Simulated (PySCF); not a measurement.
PySCF 2.14 output of an unrestricted PW91 calculation on a single atom or ion in dyall-av2z, with no relativity, point nucleus:

```
SCF conv_tol = 1e-09
number electrons alpha = 9  beta = 5
    J. P. Perdew. In P. Ziesche and H. Eschrig, editors, Proceedings of the 75. WE-Heraeus-Seminar and 21st Annual International Symposium on Electronic Structure of Solids, 11. Berlin, 1991. Akademie Verlag.
    J. P. Perdew, J. A. Chevary, S. H. Vosko, K. A. Jackson, M. R. Pederson, D. J. Singh, and C. Fiolhais.,  Phys. Rev. B 46, 6671 (1992)
    J. P. Perdew, J. A. Chevary, S. H. Vosko, K. A. Jackson, M. R. Pederson, D. J. Singh, and C. Fiolhais.,  Phys. Rev. B 48, 4978 (1993)
    J. P. Perdew. In P. Ziesche and H. Eschrig, editors, Proceedings of the 75. WE-Heraeus-Seminar and 21st Annual International Symposium on Electronic Structure of Solids, 11. Berlin, 1991. Akademie Verlag.
    J. P. Perdew, J. A. Chevary, S. H. Vosko, K. A. Jackson, M. R. Pederson, D. J. Singh, and C. Fiolhais.,  Phys. Rev. B 46, 6671 (1992)
    J. P. Perdew, J. A. Chevary, S. H. Vosko, K. A. Jackson, M. R. Pederson, D. J. Singh, and C. Fiolhais.,  Phys. Rev. B 48, 4978 (1993)
cycle= 1 E= -288.985992828794  delta_E= -0.00916  |g|= 0.0124  |ddm|= 0.367
cycle= 2 E= -288.986055912073  delta_E= -6.31e-05  |g|= 0.00398  |ddm|= 0.0454
cycle= 3 E= -288.986063028419  delta_E= -7.12e-06  |g|= 0.000901  |ddm|= 0.0188
cycle= 4 E= -288.986064483352  delta_E= -1.45e-06  |g|= 0.000189  |ddm|= 0.00779
cycle= 5 E= -288.986064833808  delta_E= -3.5e-07  |g|= 6.7e-05  |ddm|= 0.00482
cycle= 6 E= -288.986064849409  delta_E= -1.56e-08  |g|= 9.01e-06  |ddm|= 0.00124
cycle= 7 E= -288.986064849512  delta_E= -1.03e-10  |g|= 1.66e-07  |ddm|= 9.08e-05
converged SCF energy = -288.986064849512  <S^2> = 6.0000157  2S+1 = 5.0000063
```

The run itself started from symmetry-adapted Hartree-Fock orbitals and held the occupation by maximum overlap, on a logarithmic radial grid, so the iterations belong to that start.

Problem. Which element, charge and spin multiplicity is this?

Solution. Si (silicon, neutral), multiplicity 5; the state was [Ne] 3s1 3p2 4s1, high-spin 5P determinant (an excited configuration).

The outer electron is Rydberg-like, and this basis confines it to a smaller radius and binds it less than a complete one would.
